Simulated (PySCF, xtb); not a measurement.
Si(Me)(vinyl)(OH)2 (C₃H₈O₂Si), SMILES C=C[Si](O)(O)C. The values are those of a single conformer.

Harmonic wavenumbers (cm⁻¹) from GFN2-xTB (xtb) at its own minimum, in rising order: 34, 88, 133, 157, 162, 215, 248, 279, 286, 372, 506, 642, 746, 785, 809, 819, 836, 893, 920, 932, 1013, 1038, 1283, 1382, 1425, 1487, 1493, 1675, 3038, 3040, 3046, 3066, 3069, 3091, 3670, 3707.

Task: What does PBE-D3(BJ)/def2-SVP run with PySCF 2.14.0 give at its own minimum? (The exact figures need the calculation; the answer reports its results.)

Result: 78, 116, 132, 165, 211, 229, 254, 270, 331, 393, 529, 607, 694, 730, 759, 775, 830, 875, 921, 952, 969, 1015, 1222, 1230, 1365, 1378, 1380, 1617, 2978, 3040, 3058, 3076, 3084, 3134, 3763, 3770. Paired by order, the mean absolute difference is 40 cm⁻¹ and the zero-point energies are 66.3 and 65.7 kcal/mol.
